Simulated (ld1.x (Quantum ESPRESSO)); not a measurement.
**PW91 RRKJ dataset for holmium (Ho), fully relativistic all-electron reference.**

ld1.x (Quantum ESPRESSO) 7.5 input, shortened:

```
&input
   title='Ho', zed=67., rel=2, dft='PW91', iswitch=3,
   config='[Xe] 4f11 5d0 6s2 6p0', rel_dist='average'
 /
 &inputp
   pseudotype=2, tm=.false., lloc=0,
   nlcc=.false.
 /
4
6P  2  1   0.00   0.00  1.50  1.50  0.0
5D  3  2   0.00   0.00  3.25  3.25  0.0
4F  4  3  11.00   0.00  0.90  0.90  0.0
6S  1  0   2.00   0.00  2.50  2.50  0.0
 &test
   configts(1)='4f11 5d0 6s2 6p0'
 /
```

Open shells are filled in proportion to 2j + 1 (rel_dist='average').

All-electron outer shells of the reference configuration (PW91, scalar-relativistic, ld1.x):

| shell | level (eV) | outermost node (bohr) | outermost maximum (bohr) |
| --- | --- | --- | --- |
| 5s | -50.43 | 0.61 | 1.13 |
| 5p | -25.92 | 0.66 | 1.29 |
| 6s | -3.83 | 1.54 | 3.43 |
| 4f | -3.20 | – | 0.53 |
| 6p | -1.18 | 1.90 | 4.75 |
| 5d | -1.09 | 0.75 | 2.11 |

(1) Does this generation succeed?

## Answers

(1) No. ld1.x (Quantum ESPRESSO) 7.5 stopped with "compute_phi: phi has nodes before r_c": the RRKJ expansion in Bessel functions gave a pseudo-wave with a node inside its radius. The 6p radius of 1.50 bohr lies inside the outermost node of the all-electron wave at 1.90 bohr. Before that it printed "This function has    1 nodes for 0 < r <    1.485".
